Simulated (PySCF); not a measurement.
C5H10Si, SMILES C=C[SiH2]/C=C/C. Heavy atoms are numbered as in [CH2:1]=[CH:2][SiH2:3]/[CH:4]=[CH:5]/[CH3:6]. Hydrogens are named by the atom that carries them.

The structure is a stationary point at B3LYP-D3(BJ)/def2-SVP. The structure was generated by enumeration; whether it is a known compound was not checked. Other conformers were not sampled.

These are PBE/pcSseg-1 in PySCF values and carry that method's errors.

GIAO shieldings, no solvent; atoms alike by connectivity are averaged. δ = σ(ref) − σ: ¹³C against TMS (σ = 182.0 ppm); ²⁹Si against TMS (σ = 335.4 ppm); ¹H against TMS (σ = 31.49 ppm), references at their B3LYP-D3(BJ)/def2-TZVP geometries, non-relativistic.

```csv
nucleus,atoms,count,δ (ppm)
¹³C,C5 (CH),1,157.9
¹³C,C1 (CH2),1,144.7
¹³C,C2 (CH),1,144.0
¹³C,C4 (CH),1,132.2
¹³C,C6 (CH3),1,29.4
²⁹Si,Si3 (SiH2),1,-35.5
¹H,H on C5,1,6.82
¹H,H on C2,1,6.61
¹H,H on C1,2,6.55
¹H,H on C4,1,6.12
¹H,H on Si3,2,4.85
¹H,H on C6,3,2.26
```
